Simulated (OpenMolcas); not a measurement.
Mn3+ (d4) among equal point charges was computed by CASSCF with the d shell active (OpenMolcas, ANO-RCC-VTZP on the metal). Its lowest spin-free states, and all those of the highest spin:

```tsv
2S+1	Degeneracy	E (cm-1)
5	1	0.0
5	2	1581
5	2	1972
3	1	23566
3	1	23573
3	2	23832
3	2	24574
3	2	24920
3	1	25133
3	2	25316
3	1	26740
3	2	27232
```

Task: Is the site octahedral, tetrahedral or cube-like, axial, or of lower symmetry?

Result: The states with 2S+1 = 5 have orbital degeneracies 1, 2, 2. There are pairs but no triples, so the site is axial: not cubic, but with a proper or improper axis of order three or more. The run had Mn3+ among 5 point charges of -1.6 e arranged as a trigonal bipyramid (D3h), 2.03 Å from the ion, with the axial distance 2.172 Å.

Without dynamic correlation the repulsion within the d shell is too large (B by tens of per cent), so at a given field states of lower spin stand too high. The ground term spreads over less than 5000 cm-1, several times less than with real ligands, so orbital moments are less quenched and χT lies further from the spin-only value than at real sites. Point charges carry no covalency, so the field is a model and not that of real ligands. No measured value stands beside these numbers.
